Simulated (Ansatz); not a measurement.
Consider the formal exchange of groups at the Si–O bond: `O[SiH2][TeH]` + CH₃OH → `OC[SiH2][TeH]` + H₂O.

Calculated with Ansatz (gas phase, PBE0-D4/def2-TZVP geometries, no zero-point term in ΔE). CBS: MP2 limit from def2 TZ/QZ plus the TZ coupled-cluster correction, frozen cores. This one scheme is used for every species. Functionals use def2-TZVPP. B3LYP here is the variant with VWN-RPA as its local correlation; programs differ in this. def2 core potentials past Kr. For Te outer-core shells are correlated without core-valence functions, which leaves a few kJ/mol of doubt a bond. One conformer a species, not always the lowest.

(1) Is it downhill or uphill in electronic energy at CCSD(T)/CBS, and by how much? (Estimate.)

(2) What do these levels give: PBE0-D4, ωB97X-V, ωB97M-V, B2PLYP, PBE, r2SCAN, B3LYP, CCSD/def2-TZVPP, SCS-MP2/def2-QZVPP, HF/CBS(def2), MP2/CBS(def2), CCSD/CBS(def2)? (Best estimate.)

Largest T1 diagnostic among the species: 0.011.

Results:

(1) Ansatz gave: Uphill: ΔE = +105.7 kJ/mol.

(2) Ansatz gave: PBE0-D4 101.0, ωB97X-V 108.8, ωB97M-V 108.1, B2PLYP 115.1, PBE 101.0, r2SCAN 110.3, B3LYP 116.1, CCSD/def2-TZVPP 110.7, SCS-MP2/def2-QZVPP 113.1, HF/CBS(def2) 131.9, MP2/CBS(def2) 107.8, CCSD/CBS(def2) 108.8 kJ/mol.

In def2-TZVPP, CCSD(T) changes the Hartree–Fock value by −23.6 kJ/mol (the triples alone add −3.1 kJ/mol) and MP2 by −21.5 kJ/mol. The D4 term adds −6.8 kJ/mol with B3LYP and −4.0 kJ/mol with PBE0; it sums over pairs of atoms, weighted by their polarisabilities, and B3LYP, whose exchange is more repulsive, gets the larger term. From PBE to PBE0 (25 % exact exchange), in def2-TZVPP and without D4, ΔE moves by +3.9 kJ/mol.
